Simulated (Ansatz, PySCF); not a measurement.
chloro(ethenylsilyl)silane (C2H7ClSi2), SMILES Cl[SiH2][SiH2]C=C. Atoms are numbered in the order given.

```xyz
12

C     -3.3791     0.6356     0.5832
C     -2.5264     0.0052    -0.2413
Si    -0.8863    -0.7181     0.3095
Si     0.8800     0.6001    -0.5032
Cl     2.6840    -0.2884     0.0698
H     -4.3194     1.0697     0.2254
H     -3.1775     0.7422     1.6550
H     -2.7931    -0.0638    -1.3049
H     -0.7024    -2.1020    -0.2117
H     -0.8195    -0.7342     1.7974
H      0.8664     0.7000    -1.9879
H      0.8446     1.9764     0.0599
```

Geometry optimised at TPSSh-D3(BJ)/def2-SVP. One conformer was computed; it need not be the lowest.

Two levels are set side by side: PBE-D3(BJ)/def2-SVP (Ansatz, a program for electronic structure) and TPSSh-D3(BJ)/def2-SVP (PySCF). Each level has its own optimised geometry; the coordinates shown are those of the second. Frequencies come from the Hessian of PySCF at each geometry. Differences are taken from unrounded values.

```tsv
quantity	TPSSh-D3(BJ)
mean bond length (Å)	1.537
bond C1–C2 (Å)	1.343
bond C2–Si3 (Å)	1.875
bond Si3–Si4 (Å)	2.349
bond Si4–Cl5 (Å)	2.091
bond C1–H6 (Å)	1.096
bond C1–H7 (Å)	1.096
bond C2–H8 (Å)	1.099
bond Si3–H9 (Å)	1.490
bond Si3–H10 (Å)	1.490
bond Si4–H11 (Å)	1.488
bond Si4–H12 (Å)	1.488
highest harmonic wavenumber (cm⁻¹)	3211
mean harmonic wavenumber (cm⁻¹)	1150
zero-point energy (kcal/mol)	49.30
```

**Question.** What does PBE-D3(BJ) give, and how far is it from TPSSh-D3(BJ)? (The exact figures need the calculation; the answer reports its results.)

**Answer.** 
```
quantity                            PBE-D3(BJ)  PBE-D3(BJ) minus TPSSh-D3(BJ)
----------------------------------  ----------  -----------------------------
mean bond length (Å)                     1.547                          0.010
bond C1–C2 (Å)                           1.349                          0.006
bond C2–Si3 (Å)                          1.879                          0.004
bond Si3–Si4 (Å)                         2.354                          0.005
bond Si4–Cl5 (Å)                         2.096                          0.005
bond C1–H6 (Å)                           1.104                          0.008
bond C1–H7 (Å)                           1.104                          0.008
bond C2–H8 (Å)                           1.106                          0.008
bond Si3–H9 (Å)                          1.506                          0.016
bond Si3–H10 (Å)                         1.506                          0.016
bond Si4–H11 (Å)                         1.505                          0.017
bond Si4–H12 (Å)                         1.505                          0.017
highest harmonic wavenumber (cm⁻¹)        3144                            -67
mean harmonic wavenumber (cm⁻¹)           1110                            -40
zero-point energy (kcal/mol)             47.59                          -1.71
```

GGA bonds tend to be longer and softer than those of functionals with exact exchange. Differences between two approximate levels are no errors against the true value.
